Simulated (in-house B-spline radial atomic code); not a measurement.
Zn¹²⁺. Computed with a B-spline radial atomic code. Model: all-electron spherical atom, spin shells full or empty, radial basis limit, no spin-orbit coupling: exact exchange with a local potential (Slater, KLI or optimised effective potential, whose far tail is KLI's), no correlation.

Exchange potential has not reached -1/r at the last radius.

The run also made RPA and GW results, which its time includes.

The Slater potential averages the orbital exchange potentials with the orbital densities as weights, KLI adds orbital constants, and the optimised effective potential minimises the exact-exchange energy among local potentials. So their energies lie above Hartree-Fock in the order OEP, KLI, Slater. All fall off as −1/r, unlike LDA and GGA exchange.

Command:
```bash
python run_gw.py task.json out
```
Settings (nuclear radius in fm, other lengths in bohr, energies in hartree):
```
Z                      30
electrons              18
configuration          [Ne] 3s2 3p6
hamiltonian            x2c
method                 kli
lmax                   9
rms_radius             3.9283
spin_polarised         False
box_radius             5.84
intervals              96
```

Time taken, with all properties: 4.8 s on 1 thread of Arm Neoverse N1, with other jobs on the host.

Given: hamiltonian one-electron scalar X2C; mean-field start exchange-only KLI.

Computed: energy above Hartree-Fock 8.8646 millihartree.

```
radius (bohr)  r times exchange potential (hartree bohr)
      0.00167                                  -0.042883
      0.00201                                  -0.051547
      0.00243                                  -0.062205
      0.00293                                  -0.074822
      0.00353                                  -0.089837
      0.00426                                    -0.1079
      0.00514                                   -0.12934
       0.0062                                          ?
      0.00748                                   -0.18429
      0.00903                                   -0.21882
       0.0109                                   -0.25831
       0.0131                                   -0.30156
       0.0158                                   -0.34977
       0.0191                                   -0.40137
       0.0231                                   -0.45349
       0.0278                                   -0.50114
       0.0336                                   -0.54215
       0.0405                                   -0.57017
       0.0489                                   -0.58308
        0.059                                   -0.58545
       0.0711                                    -0.5985
       0.0858                                          ?
        0.104                                   -0.76531
        0.125                                   -0.89318
        0.151                                    -1.0108
        0.182                                    -1.0842
        0.219                                    -1.0903
        0.265                                    -1.0091
        0.319                                   -0.88729
        0.385                                   -0.92728
        0.465                                    -1.1348
        0.561                                      -1.31
        0.677                                    -1.3938
        0.816                                    -1.3876
        0.985                                    -1.3216
         1.19                                     -1.235
         1.43                                     -1.157
```

Question: What belongs in the row 0.0062?

Answer: r times exchange potential (hartree bohr): -0.15463.

Question: What belongs in the row 0.0858?

Answer: r times exchange potential (hartree bohr): -0.65462.

| occupied | level (hartree) | Hartree-Fock level (hartree) |
| --- | --- | --- |
| 1s | -364.12 | -371.18 |
| 2s | -57.265 | -59.17 |
| 2p | ? | ? |
| 3s | -17.149 | -17.529 |
| 3p | -15.391 | -15.396 |

Question: What belongs in the row 2p?

Answer: level (hartree): -51.646; Hartree-Fock level (hartree): -52.964.

| empty | level (hartree) |
| --- | --- |
| 3d | -12.703 |
| 4s | -7.9839 |
| 4p | ? |
| 4d | -6.4069 |
| 4f | -5.6552 |

Question: What belongs in the row 4p?

Answer: level (hartree): -7.3434.

The highest level, 3p, differs from Hartree-Fock by +0.15 eV and the deepest, 1s, by +192 eV: a local potential can match the highest level but can't give each shell its own exchange.
